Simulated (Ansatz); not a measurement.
# Nudged elastic band run: GeH4O

Input file:

```yaml
crystal:
  periodic: [false, false, false]
  atoms:
    - { symbol: Ge, position_ang: [0.316885, -0.018181, 0.051961] }
    - { symbol: O, position_ang: [0.660081, -0.11275, 1.803157] }
    - { symbol: H, position_ang: [-0.137537, -0.174232, 2.338501] }
    - { symbol: H, position_ang: [1.70179, 0.05409, -0.598891] }
    - { symbol: H, position_ang: [-0.514691, 1.242255, -0.260731] }
    - { symbol: H, position_ang: [-0.453329, -1.272583, -0.407596] }
basis:
  gaussian: { orbitals: def2-mTZVP }
hamiltonian:
  xc: pbe0
  dispersion: d4
neb:
  order_check: false
  images: 7
  f_tol: 0.05
  max_iterations: 60
  spring: 50.0
  final_atoms:
    - { symbol: Ge, position_ang: [0.03599801, 0.2929649, -0.78846802] }
    - { symbol: O, position_ang: [1.05755192, 0.15977464, 1.20079458] }
    - { symbol: H, position_ang: [0.41745559, -0.2704207, 1.78315706] }
    - { symbol: H, position_ang: [1.78663486, -0.46745979, 1.11011544] }
    - { symbol: H, position_ang: [-1.08498593, 1.11366928, 0.00082108] }
    - { symbol: H, position_ang: [-0.63945545, -1.10992933, -0.38001914] }
  initial_path:
    images:
      - { positions_ang: [[0.316885, -0.018181, 0.051961], [0.660081, -0.11275, 1.803157], [-0.137537, -0.174232, 2.338501], [1.70179, 0.05409, -0.598891], [-0.514691, 1.242255, -0.260731], [-0.453329, -1.272583, -0.407596]] }
      - { positions_ang: [[0.23792745, -0.01338567, 0.03885366], [0.77367903, -0.08519542, 1.75853021], [-0.05216759, -0.20160337, 2.2437517], [1.70370941, 0.04031199, -0.35439654], [-0.56772398, 1.24849947, -0.32458652], [-0.52222532, -1.270028, -0.43575151]] }
      - { positions_ang: [[0.15896989, -0.00859033, 0.02574632], [0.88727706, -0.05764085, 1.71390343], [0.03320183, -0.22897473, 2.1490024], [1.70562881, 0.02653398, -0.10990209], [-0.62075695, 1.25474393, -0.38844204], [-0.59112164, -1.267473, -0.46390702]] }
      - { positions_ang: [[0.08001234, -0.003795, 0.01263898], [1.00087508, -0.03008627, 1.66927664], [0.11857124, -0.2563461, 2.0542531], [1.70754822, 0.01275597, 0.13459237], [-0.67378993, 1.2609884, -0.45229756], [-0.66001795, -1.264918, -0.49206253]] }
      - { positions_ang: [[0.00105479, 0.00100034, -0.00046837], [1.11447311, -0.0025317, 1.62464986], [0.20394065, -0.28371746, 1.9595038], [1.70946762, -0.00102204, 0.37908683], [-0.7268229, 1.26723287, -0.51615308], [-0.72891427, -1.262363, -0.52021804]] }
      - { positions_ang: [[0.00979059, 0.07399148, -0.19746828], [1.10024281, 0.03804489, 1.51868604], [0.25731939, -0.28039327, 1.91541712], [1.72875943, -0.11763148, 0.56184398], [-0.81636366, 1.22884197, -0.38690954], [-0.70654957, -1.22425459, -0.48516832]] }
      - { positions_ang: [[0.0185264, 0.14698262, -0.39446819], [1.08601252, 0.07862147, 1.41272222], [0.31069812, -0.27706908, 1.87133043], [1.74805124, -0.23424092, 0.74460113], [-0.90590441, 1.19045107, -0.257666], [-0.68418486, -1.18614617, -0.45011859]] }
      - { positions_ang: [[0.0272622, 0.21997376, -0.59146811], [1.07178222, 0.11919806, 1.3067584], [0.36407686, -0.27374489, 1.82724375], [1.76734305, -0.35085035, 0.92735828], [-0.99544517, 1.15206018, -0.12842246], [-0.66182016, -1.14803775, -0.41506886]] }
      - { positions_ang: [[0.03599801, 0.2929649, -0.78846802], [1.05755192, 0.15977464, 1.20079458], [0.41745559, -0.2704207, 1.78315706], [1.78663486, -0.46745979, 1.11011544], [-1.08498593, 1.11366928, 0.00082108], [-0.63945545, -1.10992933, -0.38001914]] }
```

Command:

```bash
$ ansatz run input.yaml --threads 1 --pin off --max-ram 2048MiB --backend cpu --events-out ev --progress --plain --runs-dir out
```

Output, in part (warnings, iteration lines, the closing report on the highest movable image, with atoms numbered from 0):

```
NEB end point (image 0): max|allowed force component| = 5.526e-3 eV/Å (the criterion of neb.relax_end_points is 1.000e-2)
NEB end point (image 8): max|allowed force component| = 2.775e-2 eV/Å (the criterion of neb.relax_end_points is 1.000e-2)
NEB iter   1: max|band force component| = 4.540e0 eV/Å  barrier→ = 4.6305 eV  barrier← = 3.3957 eV  Δτ_max = 0.1929 Å  (218 SCF iters)
NEB iter   2: max|band force component| = 2.272e0 eV/Å  barrier→ = 3.1598 eV  barrier← = 1.9251 eV  Δτ_max = 0.1943 Å  (201 SCF iters)
NEB iter   3: max|band force component| = 1.345e0 eV/Å  barrier→ = 2.6860 eV  barrier← = 1.4513 eV  Δτ_max = 0.1982 Å  (205 SCF iters)
NEB iter   4: max|band force component| = 9.020e-1 eV/Å  barrier→ = 2.4088 eV  barrier← = 1.1741 eV  Δτ_max = 0.1959 Å  (201 SCF iters)
NEB iter   5: max|band force component| = 6.564e-1 eV/Å  barrier→ = 2.4098 eV  barrier← = 1.1751 eV  Δτ_max = 0.1041 Å  (203 SCF iters)
NEB iter   6: max|band force component| = 5.228e-1 eV/Å  barrier→ = 2.3581 eV  barrier← = 1.1234 eV  Δτ_max = 0.1091 Å  (202 SCF iters)
NEB iter   7: max|band force component| = 2.078e0 eV/Å  barrier→ = 2.2662 eV  barrier← = 1.0315 eV  CI = image 5  Δτ_max = 0.2000 Å  (200 SCF iters)
NEB iter   8: max|band force component| = 1.638e0 eV/Å  barrier→ = 2.7781 eV  barrier← = 1.5433 eV  CI = image 5  Δτ_max = 0.1969 Å  (208 SCF iters)
NEB iter   9: max|band force component| = 2.114e0 eV/Å  barrier→ = 2.6315 eV  barrier← = 1.3967 eV  CI = image 5  Δτ_max = 0.0986 Å  (198 SCF iters)
NEB iter  10: max|band force component| = 4.551e-1 eV/Å  barrier→ = 2.6239 eV  barrier← = 1.3892 eV  CI = image 5  Δτ_max = 0.0687 Å  (197 SCF iters)
NEB iter  11: max|band force component| = 1.596e-1 eV/Å  barrier→ = 2.6229 eV  barrier← = 1.3882 eV  CI = image 5  Δτ_max = 0.0144 Å  (204 SCF iters)
NEB iter  12: max|band force component| = 6.719e-2 eV/Å  barrier→ = 2.6211 eV  barrier← = 1.3864 eV  CI = image 5  Δτ_max = 0.0086 Å  (155 SCF iters)
NEB iter  13: max|band force component| = 2.999e-2 eV/Å  barrier→ = 2.6208 eV  barrier← = 1.3861 eV  CI = image 5  Δτ_max = 0.0000 Å  (320 SCF iters)
Total energy: -58619.28784389 eV, -2154.2190946825 hartree
Atom 0 at     0.168382     0.041239    -0.346964 Å, force     0.009897     0.000832    -0.002346 eV/Å
Atom 1 at     0.737202     0.197340     1.594173 Å, force     0.011982     0.022749     0.019222 eV/Å
Atom 2 at     0.652564    -0.661320     2.032967 Å, force     0.002211    -0.013704    -0.007794 eV/Å
Atom 3 at     1.565111    -0.006771     0.509123 Å, force    -0.030039    -0.007529    -0.005545 eV/Å
Atom 4 at    -0.720356     1.298856    -0.525352 Å, force     0.001509     0.002182    -0.003383 eV/Å
Atom 5 at    -0.829704    -1.150744    -0.337545 Å, force     0.004440    -0.004530    -0.000155 eV/Å
Dipole moment:    -0.034210    -0.270911    -0.032786 e Å
```

The run converged. Beside the main top the profile has a ripple of under 15 meV (maxima at images 1, 5), which may be a very shallow well or noise. Neighbouring images differ by up to 1.3 eV, so the band resolves the path poorly. Another band between the same ends (7 images) ends at a top of the same energy, where a vibrational analysis finds 1 clearly imaginary mode. The orbitals stay closed-shell, which can raise the energy where a bond breaks towards radicals; this wasn't checked here.

Final band (atoms are numbered from 1 in the order of the input):

```
image  path coordinate (Å)  energy (kJ/mol)  Ge1–H4 (Å)  O2–H4 (Å)
    0                 0.00              0.0        1.53       2.62
    1                 0.50              1.4        1.54       2.67
    2                 1.00              0.5        1.54       2.74
    3                 1.49             17.9        1.53       2.45
    4                 1.99            130.8        1.53       1.93
    5                 2.49            252.9        1.64       1.38
    6                 3.07            142.6        2.18       0.98
    7                 3.65            120.0        2.67       0.96
    8                 4.23            119.1        2.69       0.97
```

The run took 2.8 min on 1 thread of Intel(R) Xeon(R) CPU @ 2.60GHz (Ice Lake), on a shared host, peak memory 0.15 GiB.
